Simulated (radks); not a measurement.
The numbers below are computed, except where a source is named.
Excited configurations of the helium ion He+: one electron is placed in a higher orbital outside the bare nucleus. The ground configuration is 1s1. Code: a radial shooting solver on a logarithmic mesh with Libxc functionals. Model: Dirac Kohn-Sham, LDA (Slater exchange, Perdew-Wang correlation), spin-unpolarised, spherical densities, finite nucleus; open shells fill j = l - 1/2 first; Gaussian nuclear charge, rms radius 1.6755 fm. Excitation = E - E(ground); binding = E(ion) - E, where the ion is the core of charge +2; n* = 2/sqrt(2 binding) in atomic units, and the quantum defect is n - n*.

outer orbital  excitation (eV)  binding (eV)     n*  quantum defect  eigenvalue (eV)  <r> (bohr)
2p1/2                   37.721        12.924  2.052          -0.052           -9.416       2.615
3s1/2                   44.540         6.105  2.986           0.014           -4.852       6.723
3d3/2                   44.734         5.911  3.034          -0.034           -4.273       5.388
4s1/2                   47.127         3.518  3.933           0.067           -2.836       11.85
4f5/2                   47.229         3.416  3.992           0.008           -2.473       9.076
5f5/2                   48.373         2.271  4.895           0.105           -1.757       15.59
6f5/2                   49.033         1.612  5.811           0.189           -1.284       23.50
7p1/2                   49.442         1.203  6.727           0.273           -0.994       35.24
7f5/2                   49.443         1.202  6.729           0.271           -0.975       32.83

The Delta-SCF ionisation energy is 50.645 eV (NIST Atomic Spectra Database: 54.418 eV, theoretical). Self-interaction in the functional shifts the binding energies and quantum defects, so they are the method's values and not measured ones. Spin polarisation and multiplet splitting are left out, so open shells lie too high by an amount that depends on their filling.

Beside tabulated values, note that spin-unpolarised runs miss the spin-polarisation part of the exchange energy of open shells.
